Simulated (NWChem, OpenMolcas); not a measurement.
# How basis sets differ on AlSnSiH7 (SMILES [SiH3][AlH][SnH3])

AlSnSiH7 has 10 atoms, charge 0, and is taken as a singlet. SMILES: `[SiH3][AlH][SnH3]`. The coordinates come from a PBE0-D4/def2-TZVP relaxation.

Each level gives the HOMO–LUMO gap (eV). The values are calculated.

```tsv
level	kind	program	value (eV)	CPU time
HF/ANO-RCC-MB (DKH2)	Hartree–Fock	OpenMolcas	9.93	12 s
HF/STO-3G	Hartree–Fock	OpenMolcas	13.96	2.5 s
HF/3-21G	Hartree–Fock	OpenMolcas	9.43	3.5 s
HF/def2-SVP (core potential)	Hartree–Fock	OpenMolcas	9.61	7.5 s
HF/def2-TZVP (core potential)	Hartree–Fock	NWChem	9.57	3.4 min
```

All-electron rows without a relativistic Hamiltonian named are non-relativistic, while core potentials hold scalar relativity, so basis and relativity change together. The values span 9.43 to 13.96 eV. A Hartree–Fock LUMO above zero doesn't converge with the basis: it sinks as sets grow more diffuse. Orbital gaps aren't excitation energies. Times are those of the runs behind each value, whatever else they computed, on shared processors of several kinds: orders of magnitude only.
